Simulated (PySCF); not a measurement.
Compound: H6N2Sn.
Atom-mapped SMILES: `[NH2:1][NH:2][SnH3:3]` (hydrogens: H4, H5 on N1; H6 on N2; H7, H8, H9 on Sn3)

Structure used (PBE0-D3(BJ)/def2-SVP), in Å, numbered top down from 1:
```
atom  x, y, z in Å
N1    -1.729    0.056   -0.074
N2    -0.567   -0.686   -0.311
Sn3    1.295    0.046    0.132
H4    -1.642    1.042   -0.329
H5    -1.975    0.011    0.913
H6    -0.654   -1.220   -1.170
H7     2.448   -1.092   -0.424
H8     1.538    1.587   -0.606
H9     1.343    0.238    1.835
```

Computed, not measured: PySCF, PBE0-D3(BJ)/def2-SVP geometry optimisation, gas phase, def2 core potentials past Kr.

Take the most abundant isotopes and a rigid rotor. The values belong to one conformer with, in the numbering `[NH2:1][NH:2][SnH3:3]`, H–N1–N2–Sn3 42° and -79°.

Problem. What are A, B and C (cm⁻¹)?

Solution. Ia = 19.51, Ib = 172.83, Ic = 181.37 u·Å²; 505379 MHz·u·Å²/I gives 25897, 2924 and 2786 MHz, that is A = 0.86384, B = 0.09754, C = 0.09295 cm⁻¹.

Problem. What kind of rotor is it?

Solution. A near-prolate asymmetric top. Ray's parameter κ = (2B − A − C)/(A − C) = -0.988; −1 is the prolate and +1 the oblate limit.

Problem. What does the inertial defect say?

Solution. Not planar: Δ = Ic − Ia − Ib = -10.97 u·Å². For a rigid frame Δ = −2 Σ m c², so Σ m c² = 5.49 u·Å² lies off the ab plane: 5.44 from hydrogen and 0.05 from heavier atoms. The atom farthest from that plane is 1.41 Å away.

Problem. Give the other two planar moments, Paa and Pbb, and the rms extents of the mass along the axes.

Solution. Paa = Σ m a² = (Ib + Ic − Ia)/2 = 167.34 and Pbb = Σ m b² = (Ia + Ic − Ib)/2 = 14.03 u·Å². With the mass M = 153.96 u, the rms extents √(P/M) along a, b and c are 1.04, 0.30, 0.19 Å.

Problem. Which types of transition are allowed, and where do some lines up to J = 5 fall?

Solution. The dipole components are |μa| = 0.66 D, |μb| = 0.70 D, |μc| = 0.38 D. The squared components, which scale the intensities, stand as 0.91 : 1.00 : 0.29 (a : b : c). Some lines, for components of 0.1 D or more:

```
type  branch         J(Ka,Kc)     MHz  lower level (cm⁻¹)
   a       Q  3(1,2) ← 3(1,3)     826               1.898
   a       R  2(0,2) ← 1(0,1)   11421               0.190
   a       R  3(2,1) ← 2(2,0)   17135               3.646
   c       Q  2(1,2) ← 2(0,2)   22836               0.571
   a       R  4(3,2) ← 3(3,1)   22844               8.060
   b       R  1(1,1) ← 0(0,0)   28684               0.000
   c       R  5(1,4) ← 4(0,4)   52633               1.905
   c       Q  5(2,4) ← 5(1,4)   68095               3.660
   c       Q  2(2,1) ← 2(1,1)   68919               1.347
   b       R  5(2,3) ← 4(1,4)   98389               2.650
   b       Q  5(3,2) ← 5(2,3)  115193               5.932
   b       Q  3(3,0) ← 3(2,1)  115207               4.217
   b       R  3(3,0) ← 2(2,1)  132342               3.646
   b       Q  5(4,2) ← 5(3,3)  161291               9.775
   b       Q  4(4,1) ← 4(3,2)  161292               8.822
   b       Q  5(5,0) ← 5(4,1)  207375              15.155
```

Stationary, but not proved a minimum. Zero-point vibration and centrifugal distortion are left out. A rigid rotor knows nothing of inversion at nitrogen or internal rotation, which can split or shift real lines. Quadrupole hyperfine structure (14N) is left out.
